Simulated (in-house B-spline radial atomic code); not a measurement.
Orbital energies and mean radii along the 28-electron series, configuration [Ar] 3d10. The effective charge is n√(-2ε), a non-relativistic measure. Computed with a radial B-spline atomic code at the basis-set limit: Dirac-Hartree-Fock, average of the configuration, finite nuclei.

| ion | Z | energy of 3d5/2 (Eh) | mean radius of 3d5/2 (bohr) | energy of 2p1/2 (Eh) | mean radius of 2p1/2 (bohr) | energy of 3d3/2 (Eh) | mean radius of 3d3/2 (bohr) | energy of 2s1/2 (Eh) | mean radius of 2s1/2 (bohr) | effective charge of 3d5/2 |
| --- | --- | --- | --- | --- | --- | --- | --- | --- | --- | --- |
| Er40+ | 68 | -116.22 | 0.19893 | -410.25 | 0.071374 | -117.88 | 0.19506 | -427.92 | 0.085635 | 45.739 |
| Tm41+ | 69 | ? | ? | ? | ? | ? | ? | ? | ? | ? |
| Yb42+ | 70 | ? | ? | ? | ? | ? | ? | ? | ? | ? |
| Lu43+ | 71 | -132.18 | 0.18799 | -460.17 | 0.067317 | -134.23 | 0.18399 | -479.04 | 0.081003 | 48.777 |
| Hf44+ | 72 | ? | ? | ? | ? | ? | ? | ? | ? | ? |
| Ta45+ | 73 | -143.37 | 0.18134 | -495.47 | 0.064787 | -145.72 | 0.17725 | -515.18 | 0.078113 | 50.801 |
| W46+ | 74 | -149.14 | 0.17818 | -513.74 | 0.063569 | -151.64 | 0.17405 | -533.88 | 0.076723 | 51.812 |
| Re47+ | 75 | -155.01 | 0.17514 | -532.44 | 0.062381 | -157.69 | 0.17096 | -553.02 | 0.075367 | 52.823 |
| Os48+ | 76 | -161 | 0.17219 | -551.58 | 0.061222 | -163.86 | 0.16797 | -572.59 | 0.074043 | 53.833 |
| Ir49+ | 77 | -167.1 | 0.16934 | -571.16 | 0.060089 | -170.14 | 0.16508 | -592.62 | 0.072751 | 54.844 |
| Pt50+ | 78 | -173.31 | 0.16658 | -591.2 | 0.058983 | -176.55 | 0.16227 | -613.11 | 0.07149 | 55.854 |
| Au51+ | 79 | -179.64 | 0.16392 | -611.69 | 0.057902 | -183.08 | 0.15956 | -634.06 | 0.070256 | 56.864 |

Problem. Fill in the row of Tm41+.

Solution. energy of 3d5/2 (Eh): -121.43; mean radius of 3d5/2 (bohr): 0.19515; energy of 2p1/2 (Eh): -426.5; mean radius of 2p1/2 (bohr): 0.069984; energy of 3d3/2 (Eh): -123.21; mean radius of 3d3/2 (bohr): 0.19123; energy of 2s1/2 (Eh): -444.56; mean radius of 2s1/2 (bohr): 0.084048; effective charge of 3d5/2: 46.752.

Problem. Fill in the row of Yb42+.

Solution. energy of 3d5/2 (Eh): -126.75; mean radius of 3d5/2 (bohr): 0.1915; energy of 2p1/2 (Eh): -443.13; mean radius of 2p1/2 (bohr): 0.068633; energy of 3d3/2 (Eh): -128.66; mean radius of 3d3/2 (bohr): 0.18754; energy of 2s1/2 (Eh): -461.6; mean radius of 2s1/2 (bohr): 0.082505; effective charge of 3d5/2: 47.765.

Problem. Fill in the row of Hf44+.

Solution. energy of 3d5/2 (Eh): -137.72; mean radius of 3d5/2 (bohr): 0.1846; energy of 2p1/2 (Eh): -477.61; mean radius of 2p1/2 (bohr): 0.066035; energy of 3d3/2 (Eh): -139.91; mean radius of 3d3/2 (bohr): 0.18056; energy of 2s1/2 (Eh): -496.9; mean radius of 2s1/2 (bohr): 0.079539; effective charge of 3d5/2: 49.789.

Problem. How does the screening of 3d5/2 change?

Solution. Z less the effective charge goes from 22.26 at Z = 68 to 22.14 at Z = 79.
